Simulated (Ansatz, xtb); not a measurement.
Relative energy of two isomers of C5H7BS

Structure X: `Bc1cc(C)cs1`, a singlet. Structure Y: `Bc1ccc(C)s1`, a singlet. Both are isolated molecules in the gas phase, relaxed with B3LYP/def2-SVP; the shapes shown needn't be the lowest conformers.

X (Å):

```yaml
atoms:
  - { symbol: C, position_ang: [-0.6046, 0.3382, -0.6205] }
  - { symbol: C, position_ang: [0.1765, 0.5351, 0.5170] }
  - { symbol: C, position_ang: [1.0527, -0.5356, 0.8384] }
  - { symbol: C, position_ang: [1.9892, -0.5510, 2.0164] }
  - { symbol: C, position_ang: [0.9260, -1.5648, -0.0827] }
  - { symbol: B, position_ang: [-1.6352, 1.2649, -1.2449] }
  - { symbol: S, position_ang: [-0.2294, -1.2317, -1.3039] }
  - { symbol: H, position_ang: [-2.2371, 0.9498, -2.2424] }
  - { symbol: H, position_ang: [-1.8514, 2.3350, -0.7287] }
  - { symbol: H, position_ang: [0.1059, 1.4527, 1.1061] }
  - { symbol: H, position_ang: [2.7054, 0.2861, 1.9689] }
  - { symbol: H, position_ang: [2.5675, -1.4855, 2.0596] }
  - { symbol: H, position_ang: [1.4384, -0.4521, 2.9666] }
  - { symbol: H, position_ang: [1.4755, -2.5071, -0.0814] }
```

Y (Å):

| atom | x (Å) | y (Å) | z (Å) |
| --- | --- | --- | --- |
| C | -0.9102 | -0.1281 | -0.2639 |
| C | -0.0584 | 0.9607 | -0.4466 |
| C | 1.1774 | 0.8536 | 0.2288 |
| C | 1.3031 | -0.3257 | 0.9488 |
| C | 2.4710 | -0.7674 | 1.7775 |
| B | -2.3001 | -0.3568 | -0.8295 |
| S | -0.1169 | -1.2952 | 0.7819 |
| H | -2.9227 | -1.3605 | -0.5807 |
| H | -2.7872 | 0.4877 | -1.5426 |
| H | -0.3435 | 1.8147 | -1.0647 |
| H | 1.9641 | 1.6102 | 0.1987 |
| H | 2.8926 | -1.7181 | 1.4114 |
| H | 3.2670 | -0.0092 | 1.7488 |
| H | 2.1859 | -0.9224 | 2.8312 |

Energies in hartree; the thermal terms are from GFN2-xTB frequencies at re-optimised GFN2-xTB minima (ideal gas, soft modes damped towards free rotors, one conformer each, 298.15 K, 1 atm) and include the zero-point energy:

```
                              X           Y
E, CCSD(T)/def2-SVP  −616.301009  −616.302260
    E, MP2/def2-SVP  −616.206131  −616.207253
  E, MP2/def2-TZVPP  −616.785804  −616.786453
  zero-point energy     0.103022     0.102974
       H(298 K) − E     0.111641     0.111637
       G(298 K) − E     0.071123     0.071019
```

Q: Correct the CCSD(T) difference for the basis set by the MP2 change, then work out ΔE, ΔE₀, ΔH and ΔG for X → Y in kJ/mol (1 Eh = 2625.50 kJ/mol) and the equilibrium ratio [Y]/[X].

A: 1. Differences Y − X: CCSD(T) −0.001251, MP2 in the small set −0.001122, MP2 in the large set −0.000649 Eh.
2. ΔE = −0.001251 + (−0.000649 − (−0.001122)) = −0.000778 Eh = −2.04 kJ/mol.
3. ΔE₀ = ΔE + ΔZPE = −0.000778 + (−0.000048) Eh = −2.17 kJ/mol.
4. ΔH = ΔE + (−0.000004) Eh = −2.05 kJ/mol.
5. ΔG = ΔE + (−0.000104) Eh = −2.32 kJ/mol, so ΔS = (ΔH − ΔG)/T = +0.9 J/(mol K).
6. kT = 0.9442 mEh, so K = [Y]/[X] = exp(−ΔG/kT) = exp(+0.93) ≈ 2.5.

The two are too close for this level to say which is favoured. An error of 4 kJ/mol in ΔG would change K by a factor of 5. Mirror images and further conformers aren't counted.

As drawn, both hold the same kinds of bond in the same numbers.

Other levels gave ΔE = +0.2 (GFN2-xTB); −1.6 (HF/STO-3G, GFN2-xTB geometries); −5.1 (r2SCAN-D4/def2-SVP, GFN2-xTB geometries); −4.3 (B3LYP/def2-SVP); −5.1 (HF/def2-SVP); −2.9 (MP2/def2-SVP); −3.3 (CCSD(T)/def2-SVP) kJ/mol. The correlated steps freeze 11 core orbitals. Programs: Ansatz 0.2.0, xtb 6.7.1.
